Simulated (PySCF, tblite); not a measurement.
A database entry of computed molecular properties. Lists by class give the value and the number of equivalent atoms.

```json
{
 "formula": "C6H11ClSi2",
 "smiles": "CCC#C[C@@H]1[SiH2][C@@H]1[SiH2]Cl",
 "inchi": "InChI=1S/C6H11ClSi2/c1-2-3-4-5-6(8-5)9-7/h5-6H,2,8-9H2,1H3/t5-,6+/m0/s1",
 "charge": 0,
 "multiplicity": 1,
 "geometry_level": "GFN2-xTB",
 "atoms_angstrom": [
  ["C", 2.896, 0.833, -0.569],
  ["C", 2.647, -0.658, -0.335],
  ["C", 1.224, -0.942, -0.3],
  ["C", 0.038, -1.131, -0.268],
  ["C", -1.366, -1.355, -0.237],
  ["Si", -2.523, -0.424, -1.419],
  ["C", -2.251, -0.284, 0.451],
  ["Si", -1.399, 1.159, 1.298],
  ["Cl", -2.86, 2.407, 1.951],
  ["H", 2.422, 1.421, 0.214],
  ["H", 2.483, 1.14, -1.527],
  ["H", 3.964, 1.043, -0.566],
  ["H", 3.109, -1.242, -1.137],
  ["H", 3.1, -0.964, 0.613],
  ["H", -1.613, -2.381, 0.023],
  ["H", -1.942, 0.577, -2.291],
  ["H", -3.7, -1.141, -1.879],
  ["H", -3.037, -0.725, 1.06],
  ["H", -0.634, 0.747, 2.475],
  ["H", -0.565, 1.93, 0.378]
 ],
 "electronic_structure_code": "PySCF",
 "results": {
  "GFN2-xTB geometry": {
   "point_group": "C1",
   "rotational_constants_GHz": [1.181, 0.552, 0.416]
  },
  "PBE0/pcSseg-1 ground state and GIAO shieldings, non-relativistic": {
   "dipole_D": 2.19,
   "homo_eV": -6.54,
   "lumo_eV": -0.29,
   "shift_vs_computed_TMS_C_by_class_ppm": [
    [86.6, 1],
    [86.5, 1],
    [16.7, 1],
    [16.0, 1],
    [3.3, 1],
    [2.1, 1]
   ],
   "shift_vs_computed_TMS_H_by_class_ppm": [
    [5.69, 1],
    [5.19, 1],
    [3.02, 1],
    [2.81, 1],
    [2.35, 1],
    [2.3, 1],
    [1.96, 1],
    [1.1, 3],
    [0.43, 1]
   ],
   "shielding_other_nuclei_by_class_ppm": [
    ["Si", 364.2, 1],
    ["Si", 481.2, 1],
    ["Cl", 1011.0, 1]
   ],
   "charges_hirshfeld_e_by_atom": [-0.11, -0.05, -0.05, -0.07, -0.1, 0.33, -0.2, 0.33, -0.14, 0.04, 0.04, 0.04, 0.05, 0.05, 0.05, -0.05, -0.06, 0.05, -0.08, -0.08]
  },
  "GFN2-xTB harmonic vibrations, gas phase": {
   "strongest_ir_bands_cm-1_km_per_mol_modes": [
    [527.9, 187.3, 1],
    [698.2, 491.9, 1],
    [743.7, 167.6, 1],
    [2240.6, 292.9, 1],
    [2348.1, 273.7, 1],
    [2381.5, 295.8, 1]
   ],
   "zpe_kcal_per_mol": 88.9
  }
 }
}
```

With B = h/(8π²I), that is 505.379 GHz u Å² over I, the principal moments of inertia are 428.1, 915.6 and 1215.2 u Å² (most abundant isotopes). The rotational constants make it an asymmetric top with κ = (2B − A − C)/(A − C) = -0.64, nearer the prolate limit (−1). In atomic units the dipole is 0.86 e·bohr (1 au = 2.5417 D).

The values belong to the conformer `[CH3:1][CH2:2][C:3]#[C:4][C@@H:5]1[SiH2:6][C@@H:7]1[SiH2:8][Cl:9]`: Si6–C7–Si8–Cl9 97°.
